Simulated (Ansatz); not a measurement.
Reaction (ligand exchange at a B–O bond): `BO[SiH2]C#C` + `O[SiH]([SiH3])Cl` → `BO[SiH]([SiH3])Cl` + `C#C[SiH2]O`

Gas-phase electronic energies from Ansatz, PBE0-D4/def2-TZVP geometries. CBS: MP2 limit from def2 TZ/QZ plus the TZ coupled-cluster correction, frozen cores. Each species was taken in one conformer, which may not be the lowest.

```json
{"level": "HF/def2-TZVPP", "ΔE (kJ/mol)": "3.5"}
{"level": "MP2/def2-TZVPP", "ΔE (kJ/mol)": "2.5"}
```

(1) What does CCSD(T)/CBS give? (An estimate is asked.)

Largest T1 diagnostic among the species: 0.014.

Results:

(1) Computed: +3.1 kJ/mol. The listed levels differ from it by 0.4, -0.6 kJ/mol.
